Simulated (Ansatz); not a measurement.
C₄H₁₁NSi, SMILES CC/N=C(\C)[SiH3].

The structure is a stationary point at r2SCAN-D4/def2-SVP. The structure was generated by enumeration; whether it is a known compound was not checked. One conformer was computed; it need not be the lowest.

Two levels are set side by side: PBE/def2-SVPD (Ansatz, a quantum-chemistry and plane-wave program) and CAM-B3LYP/def2-SVPD (Ansatz). Energy differences of separate SCF runs at the same geometry; the states with an electron removed or added have multiplicity 2 and 2. Differences are taken from unrounded values.

| quantity | PBE |
|---|---|
| vertical ionisation energy (eV) | 8.56 |
| vertical singlet–triplet gap (eV) | 3.50 |

Task: These are the PBE values. What does CAM-B3LYP give? (Estimate from the structure and the level; the computed values follow.)

Result: 
```csv
quantity,CAM-B3LYP,PBE minus CAM-B3LYP
vertical ionisation energy (eV),8.86,-0.31
vertical singlet–triplet gap (eV),3.61,-0.12
```
